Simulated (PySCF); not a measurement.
Cartesian coordinates (Å):
```xyz
10

Zr    -0.0240    -0.0014    -0.1853
C     -1.1056     2.3115    -1.0077
N     -0.8289     2.0494     0.2568
N     -0.7814     1.2953    -1.8224
H     -1.5580     3.2664    -1.3682
H     -1.0232     2.7366     0.9865
H     -0.9584     1.4001    -2.8238
H      1.7778    -0.3107    -0.6039
H     -1.1202    -1.5228    -0.2196
H      0.1387     0.2137     1.6650
```
Charge 0, spin multiplicity 1.

Predict the HOMO–LUMO gap, total energy and dipole moment from TPSSh-D3(BJ)/def2-TZVP // BP86-D3(BJ)/def2-SVP (PySCF 2.14.0).


```yaml
HOMO–LUMO gap: 4.57 eV
total_energy: -198.3307 Ha
dipole_moment: 5.15 D
```
